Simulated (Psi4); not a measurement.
H4Si2 (SMILES [SiH][SiH3]), singlet, at a GFN2-xTB geometry; HF/pcseg-1 (Psi4 1.11).

The Psi4 input:
```
memory 2 GB

molecule mol {
0 1
Si   -0.288906    0.946481    0.771451
H     0.382608    2.122327    0.129654
Si    0.207329   -0.807678   -0.597427
H     0.996315   -0.861303   -1.840963
H    -1.091687   -1.388386   -0.989240
H     0.854851   -1.815878    0.264216
}

set {
  basis pcseg-1
  reference rhf
  scf_type dfdirj+cosx
}

energy('scf')
print_variables()
```

Q: Write the output that Psi4 gives for this input, abridged.

A: 
```
   => Loading Basis Set <=

    Name: PCSEG-1
    Role: ORBITAL
    Keyword: BASIS

         ---------------------------------------------------------
                                   SCF
               by Justin Turney, Rob Parrish, Andy Simmonett
                          and Daniel G. A. Smith
                              RHF Reference
         ---------------------------------------------------------

  ==> Geometry <==

    Molecular point group: c1
    Full point group: C1

    Geometry (in Angstrom), charge = 0, multiplicity = 1:

       Center              X                  Y                   Z               Mass
    ------------   -----------------  -----------------  -----------------  -----------------
         SI          -0.270047168972     0.914392469496     0.731220057002    27.976926534650
         H            0.401466831028     2.090238469496     0.089423057002     1.007825032230
         SI           0.226187831028    -0.839766530504    -0.637657942998    27.976926534650
         H            1.015173831028    -0.893391530504    -1.881193942998     1.007825032230
         H           -1.072828168972    -1.420474530504    -1.029470942998     1.007825032230
         H            0.873709831028    -1.847966530504     0.223985057002     1.007825032230

  Running in c1 symmetry.

  Rotational constants: A =      2.28891  B =      0.19407  C =      0.19018 [cm^-1]
  Rotational constants: A =  68619.85291  B =   5818.16610  C =   5701.42162 [MHz]
  Nuclear repulsion =   76.098871857335183

  Charge       = 0
  Multiplicity = 1
  Electrons    = 32
  Nalpha       = 16
  Nbeta        = 16

  ==> Algorithm <==

  SCF Algorithm Type is DFDIRJ+COSX.
  DIIS enabled.
  MOM disabled.
  Fractional occupation disabled.
  Guess Type is SAD.
  Energy threshold   = 1.00e-06
  Density threshold  = 1.00e-06
  Integral threshold = 1.00e-12

  ==> Primary Basis <==

  Basis Set: PCSEG-1
    Blend: PCSEG-1
    Number of shells: 28
    Number of basis functions: 56
    Number of Cartesian functions: 58
    Spherical Harmonics?: true
    Max angular momentum: 2

   => Loading Basis Set <=

    Name: (PCSEG-1 AUX)
    Role: JKFIT
    Keyword: DF_BASIS_SCF

  ==> Integral Setup <==

  ==> CompositeJK: Mix-and-Match J+K Algorithm Combos <==

    J tasked:                  Yes
    J algorithm:           DF-DirJ
    K tasked:                  Yes
    K algorithm:              COSX
    wK tasked:                  No
    Integrals threads:           1
[...]
   @RHF iter   1:  -580.02802905547196   -5.90511e-01   2.55766e-03 ADIIS/DIIS
   @RHF iter   2:  -580.05961788310879   -3.15888e-02   8.55594e-04 ADIIS/DIIS
   @RHF iter   3:  -580.06385452014592   -4.23664e-03   2.59680e-04 ADIIS/DIIS
   @RHF iter   4:  -580.06437095529100   -5.16435e-04   5.07387e-05 DIIS
   @RHF iter   5:  -580.06439328001704   -2.23247e-05   1.01307e-05 DIIS
   @RHF iter   6:  -580.06439469084046   -1.41082e-06   2.49381e-06 DIIS
   @RHF iter   7:  -580.06439488403737   -1.93197e-07   6.07771e-07 DIIS
  Energy and wave function converged with early screening.
  Continuing SCF iterations with tighter screening.

   @RHF iter   8:  -580.06181478618294    2.58010e-03   2.87831e-04 ADIIS/DIIS
  Energy and wave function converged.

  ==> Post-Iterations <==

    Orbital Energies [Eh]
    ---------------------

    Doubly Occupied:

[...]
      16A     -0.320218

    Virtual:

[...]
      56A      2.898474

    Final Occupation by Irrep:
              A
    DOCC [    16 ]
    NA   [    16 ]
    NB   [    16 ]

  @RHF Final Energy:  -580.06181478618294

   => Energetics <=

    Nuclear Repulsion Energy =             76.0988718573351832
    One-Electron Energy =                -955.7880490293864568
    Two-Electron Energy =                 299.6273623858682527
    Total Energy =                       -580.0618147861830494

Computation Completed

Properties will be evaluated at   0.000000,   0.000000,   0.000000 [a0]

Properties computed using the SCF density matrix

 Multipole Moments:

 ------------------------------------------------------------------------------------
     Multipole            Electronic (a.u.)      Nuclear  (a.u.)        Total (a.u.)
 ------------------------------------------------------------------------------------

 L = 1.  Multiply by 2.5417464519 to convert [e a0] to [Debye]
 Dipole X            :         -0.9625132            1.1404338            0.1779206
 Dipole Y            :          2.2335468           -1.9404293            0.2931174
 Dipole Z            :          2.2564666           -2.4328092           -0.1763425
 Magnitude           :                                                    0.3855778

 ------------------------------------------------------------------------------------

  Variable Map:
  ----------------------------------------------------------------------------
[...]
  Array Variable Map:
  ----------------------------------------------------------------------------
[...]
[...]
```
